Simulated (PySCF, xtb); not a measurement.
C2H2N, SMILES [CH2-]C#N, charge -1.

GFN2-xTB run with xtb at its own geometry gives an orbital gap of 3.71 eV.

The structure is a stationary point at r2SCAN-D4/def2-TZVPD.

**Question.** What does PBE/def2-TZVPD run with PySCF give? (Estimate from the structure and the level; the computed values follow.)

**Answer.** gap 2.51 eV (levels 1.60 and 4.11 eV).
